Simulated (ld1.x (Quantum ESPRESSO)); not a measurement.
**Before and after: TM potential for iodine (I)**

ld1.x (Quantum ESPRESSO) 7.5 input, shortened:

```
&input
   title='I', zed=53., rel=1, dft='PBE', iswitch=3,
   config='[Kr] 4d10 5s2 5p5 5d-2'
 /
 &inputp
   pseudotype=2, tm=.true., lloc=0,
   nlcc=.true.
 /
3
5P  2  1   5.00   0.00  1.55  1.55  0.0
5D  3  2  -2.00   0.50  1.80  1.80  0.0
5S  1  0   2.00   0.00  1.85  1.85  0.0
 &test
   configts(1)='5s2 5p5'
 /
```

Change: wave 5p (bound): rc 1.55 bohr becomes 5p (bound): rc 1.88 bohr.

Cutoffs: the cutoffs (Ry, on a coarse ladder) from which the occupation-weighted sum of valence levels, in a spherical-Bessel basis at the reference potential, stays within 10 and 1 mRy of its value at 400 Ry; they do not see the model core or the augmentation charge, which bear on the density cutoff. Errors are all-electron minus pseudo energies relative to the spin-unpolarised reference configuration.

Task: What does the change do?

Result: The potential gets softer (50 Ry and 140 Ry → 35 Ry and 55 Ry); the bound ghosts move from d, p to d; of the 7 tests that both files solve, the error grows in 2 and shrinks in 1 by more than 15 % and 0.3 meV (median size 10.7 → 14.4 meV). A larger radius leaves more room for a smooth pseudo-wave, so fewer plane waves are needed.

| quantity | base | changed |
| --- | --- | --- |
| cutoff, loose | 50 Ry | 35 Ry |
| cutoff, tight | 140 Ry | 55 Ry |
| loose cutoff by channel (10 mRy a level) | p 45 Ry, s 25 Ry | p 12 Ry, s 25 Ry |
| bound ghosts | p, d | d |
| error for 5s2 5p4, meV [ΔE 11.13 eV] | -3.2 | -3.3 |
| error for 5s2 5p3, meV [ΔE 30.98 eV] | -16 | -14 |
| error for 5s2 5p2, meV [ΔE 60.31 eV] | -57 | -49 |
| error for 5s2 5p4.5, meV [ΔE 4.53 eV] | -1.1 | -1.2 |
| error for 5s2 5p1, meV [ΔE 99.73 eV] | -165 | -136 |
| error for 5s1 5p5, meV [ΔE 22.11 eV] | -11 | -15 |
| error for 5s1 5p6, meV [ΔE 10.41 eV] | -5.1 | -9.5 |

 A true bound ghost makes a file unfit for plane-wave use even where its test errors are small: the radial tests pick states by their node count and pass the ghost by.
